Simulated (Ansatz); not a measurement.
**Worked example: CH2Cl2 + GeH3F → CH2ClF + GeH3Cl**

Species: CH2Cl2 (dichloromethane) `ClCCl`, singlet; GeH3F `[F][GeH3]`, singlet; CH2ClF (chlorofluoromethane) `FCCl`, singlet; GeH3Cl (chlorogermane) `[Cl][GeH3]`, singlet. The partners trade Cl for F: C–Cl and Ge–F bonds give way to C–F and Ge–Cl.

Shapes, held fixed at every level: PBE0-D4/def2-TZVP. Programs: Ansatz 0.2.0. The zero-point and thermal change to 298 K, harmonic and unscaled (PBE0-D4/def2-TZVP), is +2.1 kJ/mol.

At CCSD(T)/def2-TZVPP; 1 Eh = 2625.50 kJ/mol:

```
species   energy (Eh)
 CH2Cl2   -958.682638
  GeH3F  -2177.169981
 CH2ClF   -598.693144
 GeH3Cl  -2537.162724
```

Problem. Work out ΔH(298 K) of the reaction at this level.

Solution. 
1. Products less reactants: (-598.693144) + (-2537.162724) − [(-958.682638) + (-2177.169981)] = -0.003249 Eh = -8.5 kJ/mol.
2. With the thermal change: -8.5 + (+2.1) = -6.4 kJ/mol.

Other levels give -14.9 (CCSD/def2-SVP) to -0.7 kJ/mol (MP2/def2-TZVPP). No measured value is set beside it here. Relativity is left out for Ge. Outer-core shells of Ge are correlated in most correlated rows, in sets that cover them unevenly.
